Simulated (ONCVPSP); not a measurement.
**calcium (Ca): excitation energies, all-electron against ONCV**

| Item | Value |
| --- | --- |
| Element | Ca |
| Generator | ONCVPSP 4.0.1 |
| Type | optimised norm-conserving Vanderbilt (ONCV) |
| Functional | PBE |
| Relativity | scalar-relativistic |
| Frozen core | [Ne] |
| Valence charge | 10 |
| Reference configuration | 3s2 3p6 (charge +2) |
| Partial waves | 3s: rc 1.10 bohr, ncon 3, nbas 7, qcut 7.7 1/bohr, 2 projectors, debl 2.8 Ha; 3p: rc 1.35 bohr, ncon 3, nbas 8, qcut 6.9 1/bohr, 2 projectors, debl 2.5 Ha; d scattering state at 0.05 Ha: rc 1.25 bohr, ncon 4, nbas 7, qcut 8.3 1/bohr, 2 projectors, debl 0.3 Ha; f scattering state at 0.04 Ha: rc 1.30 bohr, ncon 4, nbas 7, qcut 9.1 1/bohr, 2 projectors, debl 3 Ha |
| Local potential | polynomial inside 0.95 bohr (lpopt 2, dvloc0 0 Ha) |
| Core correction | none |

Energies are relative to the spin-unpolarised reference configuration 3s2 3p6; without spin polarisation the order of configurations can differ from experiment.

| valence configuration | charge | ΔE all-electron (eV) | error AE − PS (meV) |
| --- | --- | --- | --- |
| 3s2 3p6 4s2 | 0 | -18.130 | +0.8 |
| 3s2 3p6 4p1 | +1 | -8.772 | +0.5 |

(1) What are ΔE and the potential's error for 3s2 3p6 4s1?

(2) What are ΔE and the potential's error for 3s2 3p6 4s1.5?

Answers

(1) ΔE = -11.820 eV all-electron; the error (AE − PS) is +0.5 meV.

(2) ΔE = -15.626 eV all-electron; the error (AE − PS) is +0.7 meV.
